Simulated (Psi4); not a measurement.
C3H8Si, singlet, geometry from GFN2-xTB; B3LYP/6-31G, TDDFT run with Psi4.

Input for Psi4:
```
memory 2 GB

molecule mol {
0 1
  Si    0.476955   -0.413829    0.474569
  C     1.929812    0.218093   -0.574542
  C    -1.129989   -0.048857   -0.439849
  C    -2.143436    0.648106    0.048646
  H     0.603731   -1.867510    0.658795
  H     0.470411    0.252972    1.781937
  H     1.865520    1.290451   -0.737781
  H     2.879658    0.015378   -0.088771
  H     1.951792   -0.261306   -1.549382
  H    -1.224698   -0.444041   -1.445680
  H    -3.048514    0.836226   -0.510229
  H    -2.113590    1.067393    1.041617
symmetry c1
}

set basis 6-31g
set reference rks
set puream true
set save_jk true
set tdscf_states [5]
set tdscf_tda false
set d_convergence 1e-8

energy('td-b3lyp')
print_variables()
```

The log (banner, timings and long lists left out):

```
   => Loading Basis Set <=

    Name: 6-31G
    Role: ORBITAL
    Keyword: BASIS

         ---------------------------------------------------------
                                   SCF
               by Justin Turney, Rob Parrish, Andy Simmonett
                          and Daniel G. A. Smith
                              RKS Reference
         ---------------------------------------------------------

  ==> Geometry <==

    Molecular point group: c1
    Full point group: C1

    Geometry (in Angstrom), charge = 0, multiplicity = 1:

       Center              X                  Y                   Z               Mass
    ------------   -----------------  -----------------  -----------------  -----------------
         SI           0.496173320774    -0.401710157600     0.463021162754    27.976926534650
         C            1.949030320774     0.230211842400    -0.586089837246    12.000000000000
         C           -1.110770679226    -0.036738157600    -0.451396837246    12.000000000000
         C           -2.124217679226     0.660224842400     0.037098162754    12.000000000000
         H            0.622949320774    -1.855391157600     0.647247162754     1.007825032230
         H            0.489629320774     0.265090842400     1.770389162754     1.007825032230
         H            1.884738320774     1.302569842400    -0.749328837246     1.007825032230
         H            2.898876320774     0.027496842400    -0.100318837246     1.007825032230
         H            1.971010320774    -0.249187157600    -1.560929837246     1.007825032230
         H           -1.205479679226    -0.431922157600    -1.457227837246     1.007825032230
         H           -3.029295679226     0.848344842400    -0.521776837246     1.007825032230
         H           -2.094371679226     1.079511842400     1.030069162754     1.007825032230

  Running in c1 symmetry.

  Rotational constants: A =      0.44920  B =      0.10097  C =      0.09223 [cm^-1]
  Rotational constants: A =  13466.64773  B =   3027.03870  C =   2764.89861 [MHz]
  Nuclear repulsion =  154.322179595539893

  Charge       = 0
  Multiplicity = 1
  Electrons    = 40
  Nalpha       = 20
  Nbeta        = 20

  ==> Algorithm <==

  SCF Algorithm Type is DF.
  DIIS enabled.
  MOM disabled.
  Fractional occupation disabled.
  Guess Type is SAD.
  Energy threshold   = 1.00e-06
  Density threshold  = 1.00e-08
  Integral threshold = 1.00e-12

  ==> Primary Basis <==

  Basis Set: 6-31G
    Blend: 6-31G
    Number of shells: 38
    Number of basis functions: 56
    Number of Cartesian functions: 56
    Spherical Harmonics?: true
    Max angular momentum: 1

  ==> DFT Potential <==

   => LibXC <=

    Version 7.1.2
    S. Lehtola, C. Steigemann, M. J. T. Oliveira, and M. A. L. Marques,  SoftwareX 7, 1–5 (2018) (10.1016/j.softx.2017.11.002)

   => Composite Functional: B3LYP <=

    B3LYP Hyb-GGA Exchange-Correlation Functional

    P. J. Stephens, F. J. Devlin, C. F. Chabalowski, and M. J. Frisch,  J. Phys. Chem. 98, 11623 (1994) (10.1021/j100096a001)

    Deriv               =              1
    GGA                 =           TRUE
    Meta                =          FALSE

    Exchange Hybrid     =           TRUE
    MP2 Hybrid          =          FALSE

   => Exchange Functionals <=

    0.0800   Slater exchange
    0.7200         Becke 88

   => Exact (HF) Exchange <=

    0.2000               HF

   => Correlation Functionals <=

    0.1900   Vosko, Wilk & Nusair (VWN5_RPA)
    0.8100   Lee, Yang & Parr

   => LibXC Density Thresholds  <==

    XC_HYB_GGA_XC_B3LYP:  1.00E-15

   => Molecular Quadrature <=

    Radial Scheme          =       TREUTLER
    Pruning Scheme         =           NONE
    Nuclear Scheme         =       TREUTLER

    Blocking Scheme        =         OCTREE
    BS radius alpha        =              1
    Pruning alpha          =              1
    Radial Points          =             75
    Spherical Points       =            302
[...]
  @DF-RKS Final Energy:  -408.55164528607730
    Total Energy =                       -408.5516452860773029
[...]

******************************************************************************************
**********                               WARNING                                **********
**********  Length-gauge rotatory strengths are **NOT** gauge-origin invariant  **********
******************************************************************************************

                                    Excitation Energy         Total Energy        Oscillator Strength             Rotatory Strength
     #   Sym: GS->ES (Trans)        au              eV              au          au (length)    au (velocity)    au (length)    au (velocity)
    ---- -------------------- --------------- --------------- --------------- --------------- --------------- --------------- ---------------
     1        A->A (1 A)       0.25886         7.04402        -408.29278       0.0073          0.0071         -0.0471         -0.0443
     2        A->A (1 A)       0.27562         7.49988        -408.27603       0.3866          0.2995         -0.0661         -0.0650
     3        A->A (1 A)       0.29307         7.97489        -408.25857       0.0336          0.0397          0.0475          0.0322
     4        A->A (1 A)       0.29980         8.15789        -408.25185       0.0388          0.0232          0.0758          0.0520
     5        A->A (1 A)       0.31161         8.47922        -408.24004       0.0197          0.0190          0.0433          0.0427

Contributing excitations and de-excitations
Only contributions with abs(coeff) > 1.00e-01 will be printed:

Excited State    1 (1 A):   0.25886 au   176.01 nm f = 0.0073
  Sums of squares: Xssq =  1.000912e+00; Yssq =  9.124773e-04; Xssq - Yssq =  1.000000e+00
     18a  ->  21a    -0.114264 ( 1.306%)
     19a  ->  21a    -0.974665 (94.997%)

Excited State    2 (1 A):   0.27562 au   165.31 nm f = 0.3866
  Sums of squares: Xssq =  1.013410e+00; Yssq =  1.341021e-02; Xssq - Yssq =  1.000000e+00
     17a  ->  21a    -0.158145 ( 2.501%)
     18a  ->  21a    -0.203376 ( 4.136%)
     20a  ->  21a     0.891945 (79.557%)
     20a  ->  22a     0.345927 (11.967%)

Excited State    3 (1 A):   0.29307 au   155.47 nm f = 0.0336
  Sums of squares: Xssq =  1.000862e+00; Yssq =  8.617552e-04; Xssq - Yssq =  1.000000e+00
     18a  ->  21a     0.621250 (38.595%)
     20a  ->  21a    -0.148468 ( 2.204%)
     20a  ->  22a     0.750995 (56.399%)

Excited State    4 (1 A):   0.29980 au   151.98 nm f = 0.0388
  Sums of squares: Xssq =  1.003133e+00; Yssq =  3.133246e-03; Xssq - Yssq =  1.000000e+00
     17a  ->  21a    -0.454542 (20.661%)
     18a  ->  21a     0.644210 (41.501%)
     19a  ->  21a    -0.159722 ( 2.551%)
     20a  ->  21a     0.234077 ( 5.479%)
     20a  ->  22a    -0.473597 (22.429%)
     20a  ->  23a    -0.228764 ( 5.233%)

Excited State    5 (1 A):   0.31161 au   146.22 nm f = 0.0197
  Sums of squares: Xssq =  1.001395e+00; Yssq =  1.394545e-03; Xssq - Yssq =  1.000000e+00
     17a  ->  21a    -0.671865 (45.140%)
     18a  ->  21a    -0.180352 ( 3.253%)
     20a  ->  21a    -0.128663 ( 1.655%)
     20a  ->  23a     0.690622 (47.696%)

******************************************************************************************
**********                               WARNING                                **********
**********       The names of excited state variables changed between 1.5       **********
**********     and 1.6. For a quick solution, remove the symmetry specifier     **********
**********   from the variable name. For full details, see 'Notes on Psivars'   **********
**********                        in the documentation.                         **********
******************************************************************************************

  Variable Map:
  ----------------------------------------------------------------------------
[...]
  Array Variable Map:
  ----------------------------------------------------------------------------
[...]
[...]
```
